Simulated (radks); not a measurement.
Values are calculated unless marked as measured or tabulated.
Excited configurations of the aluminium ion Al2+: one electron is placed in a higher orbital outside [Ne]. The ground configuration is [Ne] 3s1. Code: a radial shooting solver on a logarithmic mesh with Libxc functionals. Model: non-relativistic Kohn-Sham, PBEsol, spin-unpolarised, spherical densities, point nucleus. Excitation = E - E(ground); binding = E(ion) - E, where the ion is the core of charge +3; n* = 3/sqrt(2 binding) in atomic units, and the quantum defect is n - n*.

outer orbital  excitation (eV)  binding (eV)     n*  quantum defect  eigenvalue (eV)  <r> (bohr)
3p                       6.463        21.646  2.378           0.622          -17.807       2.552
3d                      14.177        13.932  2.965           0.035          -11.041       3.329
4p                      17.127        10.982  3.339           0.661           -9.276       5.349
4d                      19.906         8.203  3.864           0.136           -6.802       6.534
5s                      20.540         7.569  4.022           0.978           -6.530       8.216
5p                      21.485         6.624  4.299           0.701           -5.687       9.094
5d                      22.784         5.325  4.795           0.205           -4.528       10.71
5f                      23.093         5.016  4.941           0.059           -4.215       10.37
6d                      24.390         3.719  5.738           0.262           -3.206       15.85
6f                      24.569         3.540  5.882           0.118           -3.029       15.67
7s                      24.638         3.472  5.939           1.061           -3.036       18.06
7f                      25.481         2.628  6.826           0.174           -2.274       21.93

The Delta-SCF ionisation energy is 28.109 eV (NIST Atomic Spectra Database: 28.448 eV, measured). Self-interaction in the functional shifts the binding energies and quantum defects, so they are the method's values and not measured ones. Spin polarisation and multiplet splitting are left out, so open shells lie too high by an amount that depends on their filling.

Beside tabulated values, note that spin-unpolarised runs miss the spin-polarisation part of the exchange energy of open shells.
